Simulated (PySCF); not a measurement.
## Correlation energy of Pt²⁺ (platinum, charge +2)

[Xe] 4f14 5d7 6p1, one real determinant (an excited configuration). Computed with PySCF 2.14 in def2-QZVPPD with the def2 core potential (60 electrons), with a scalar-relativistic core potential. Frozen: 5s2 5p6; 8 electrons correlated.

```json
{"level": "CCSD", "correlation energy (mhartree)": "-176.95"}
{"level": "(T)", "correlation energy (mhartree)": "-5.73"}
{"level": "CCSD(T)", "correlation energy (mhartree)": "-182.68"}
```

Diagnostics: T1 = 0.0099, D1 = 0.0287, largest double amplitude 0.051.

The real determinant used has ⟨L²⟩ near 14 against 20 for a pure G term, so it mixes terms. Spin-orbit coupling, absent here, splits the open shell strongly.

Cost of the coupled-cluster step: of the order of 40 core-seconds, for 8 correlated electrons.

The reference is one real determinant that mixes LS terms of this configuration.
